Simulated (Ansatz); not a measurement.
```yaml
crystal:
  periodic: [false, false, false]
  atoms:
    - {symbol: C, position_ang: [-0.919453, -0.218686, 0.574938]}
    - {symbol: W, position_ang: [0.827277, 0.106150, -0.532372]}
    - {symbol: O, position_ang: [2.039184, -0.594582, 0.417061]}
    - {symbol: F, position_ang: [0.666193, -0.646852, -2.219523]}
    - {symbol: S, position_ang: [1.070347, 2.217614, -0.541381]}
    - {symbol: H, position_ang: [-0.834847, 0.180790, 1.587074]}
    - {symbol: H, position_ang: [-1.080366, -1.301156, 0.638083]}
    - {symbol: H, position_ang: [-1.768334, 0.256712, 0.076111]}
basis:
  gaussian: {orbitals: x2c-TZVPPall, point_charges: [{charge: 1.00, position_ang: [5.296, -0.795, 0.243]}]}
magnetization: {spin_polarized: true, initial_magnetization: 4}
hamiltonian: {xc: {name: RPBE}, dispersion: d3bjatm}
output: {forces: true}
```

```sh
$ ansatz run in.yaml --threads 2 --pin off --events-out ev --progress --plain --max-ram 20480MiB --backend cpu
```

It prints (some lines left out):

```
Functional definition: RPBE
1747 factors; their error is unknown
mean field evaluation 1: about -456056.1739 eV, gradient 7.7e1 eV
mean field evaluation 2: about -455717.5274 eV, gradient 2.3e2 eV
mean field evaluation 4: about -456020.5489 eV, gradient 1.1e2 eV
mean field evaluation 8: about -456080.4865 eV, gradient 2.9e0 eV
mean field evaluation 16: about -456080.4976 eV, gradient 1.1e-1 eV
mean field evaluation 32: about -456080.4977 eV, gradient 6.2e-5 eV
mean field -456080.49766397 eV, -16760.6491466864 hartree, gradient 1.3e-5 eV, S^2 6.007326; 10 other end points of the search recorded, 0 dependent functions left out
reference -456080.49773091 eV, -16760.6491491462 hartree; 60, 56 occupied and 214, 218 virtual orbitals, 1747 factors
Total energy: -456082.18862192 eV, -16760.7112882447 hartree
Relativity: scalar
Atom 0 at    -0.919453    -0.218686     0.574938 Å, force    -1.417082    -0.956158     0.274968 eV/Å
Atom 1 at     0.827277     0.106150    -0.532372 Å, force    -3.957411    -3.254843    -0.553918 eV/Å
Atom 2 at     2.039184    -0.594582     0.417061 Å, force     4.464084    -1.663808     2.500368 eV/Å
Atom 3 at     0.666193    -0.646852    -2.219523 Å, force    -0.179552    -0.806900    -1.929995 eV/Å
Atom 4 at     1.070347     2.217614    -0.541381 Å, force     1.162122     6.322344    -0.122922 eV/Å
Atom 5 at    -0.834847     0.180790     1.587074 Å, force     0.626158     0.366777     0.310703 eV/Å
Atom 6 at    -1.080366    -1.301156     0.638083 Å, force    -0.122289    -0.153831    -0.048614 eV/Å
Atom 7 at    -1.768334     0.256712     0.076111 Å, force    -0.128384     0.160607    -0.458269 eV/Å
Dipole moment:    -0.974232     0.532285     0.146438 e Å
```

In this input the spin is set far too high for this molecule. The run converged. The result belongs to that input, not to the molecule as meant.
